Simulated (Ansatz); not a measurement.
Reaction (formal exchange of groups at the Al–S bond): `CC(C)[S][Al]([CH3])[CH3]` + `CB[SiH3]` → `[CH3][Al]([CH3])[BH][SiH3]` + `CSC(C)C`

Gas-phase electronic energies from Ansatz, PBE0-D4/def2-TZVP geometries. CBS: MP2 limit from def2 TZ/QZ plus the TZ coupled-cluster correction, frozen cores. DFT in def2-TZVPP. B3LYP here is the variant with VWN-RPA as its local correlation; programs differ in this. One conformer a species, not always the lowest.

`CC(C)[S][Al]([CH3])[CH3]`:

Z-matrix (Å, degrees):
```
C
C 1 1.518
H 1 1.094 2 110.1
H 1 1.093 2 110.7 3 -119.4
H 1 1.091 2 111.4 3 120.4
S 2 1.842 1 108.4 3 -179.7
C 2 1.517 1 112.0 3 58.0
H 2 1.092 1 109.0 3 -63.1
Al 6 2.182 2 103.5 1 145.7
H 7 1.093 2 110.6 1 62.3
H 7 1.095 2 110.3 1 -57.4
H 7 1.091 2 111.5 1 -177.7
C 9 1.955 6 119.3 2 -2.0
C 9 1.949 6 116.6 2 179.0
H 13 1.095 9 111.1 6 -69.2
H 13 1.093 9 111.4 6 171.2
H 13 1.094 9 112.3 6 50.2
H 14 1.095 9 110.8 6 -119.4
H 14 1.092 9 112.4 6 1.3
H 14 1.095 9 111.0 6 122.3
```

`CB[SiH3]`:

```xyz
10

C    -1.159   -0.520    0.940
B    -0.532    0.440   -0.103
Si    1.362    0.299   -0.788
H    -1.663   -1.272    0.306
H    -1.950   -0.080    1.551
H    -0.458   -1.074    1.565
H    -1.219    1.306   -0.574
H     1.414    0.338   -2.278
H     2.084   -0.923   -0.330
H     2.121    1.485   -0.289
```

`[CH3][Al]([CH3])[BH][SiH3]`:

Z-matrix (Å, degrees):
```
C
Al 1 1.963
H 1 1.097 2 109.7
H 1 1.095 2 111.1 3 -117.4
H 1 1.092 2 114.0 3 120.2
C 2 1.962 1 119.1 3 75.9
B 2 2.116 1 120.1 3 -106.4
H 6 1.094 2 111.7 1 -34.9
H 6 1.093 2 113.6 1 -157.7
H 6 1.097 2 109.4 1 82.9
Si 7 2.005 2 123.6 1 -94.9
H 7 1.202 2 121.9 1 89.2
H 11 1.491 7 114.6 2 24.0
H 11 1.491 7 115.8 2 150.3
H 11 1.498 7 103.7 2 -92.0
```

`CSC(C)C`:

```xyz
15

C     0.732   -1.200    1.520
S     1.625   -0.508    0.123
C     0.327    0.416   -0.756
C    -0.768   -0.485   -1.301
C    -0.230    1.568    0.062
H     0.321   -0.425    2.169
H    -0.060   -1.881    1.205
H     1.466   -1.770    2.091
H     0.893    0.827   -1.599
H    -1.462    0.093   -1.919
H    -1.351   -0.932   -0.492
H    -0.351   -1.291   -1.907
H     0.568    2.218    0.423
H    -0.918    2.165   -0.545
H    -0.792    1.204    0.925
```

(1) Is it downhill or uphill in electronic energy at CCSD(T)/CBS, and by how much? (Estimate.)

(2) What do these levels give: PBE-D4, r2SCAN-D4, B3LYP-D4, ωB97X-V, ωB97M-V, B2PLYP, r2SCAN, B3LYP, MP2/def2-TZVPP, CCSD(T)/def2-TZVPP, MP2/def2-QZVPP, SCS-MP2/def2-QZVPP? (Best estimate.)

Largest T1 diagnostic among the species: 0.012.

Answers

(1) Computed: Uphill: ΔE = +2.01 eV.

(2) Ansatz gave: PBE-D4 1.93, r2SCAN-D4 2.05, B3LYP-D4 2.01, ωB97X-V 1.98, ωB97M-V 2.04, B2PLYP 2.03, r2SCAN 2.04, B3LYP 1.98, MP2/def2-TZVPP 2.11, CCSD(T)/def2-TZVPP 2.00, MP2/def2-QZVPP 2.11, SCS-MP2/def2-QZVPP 2.05 eV.

From PBE to PBE0 (25 % exact exchange), in def2-TZVPP and without D4, ΔE moves by +0.04 eV.
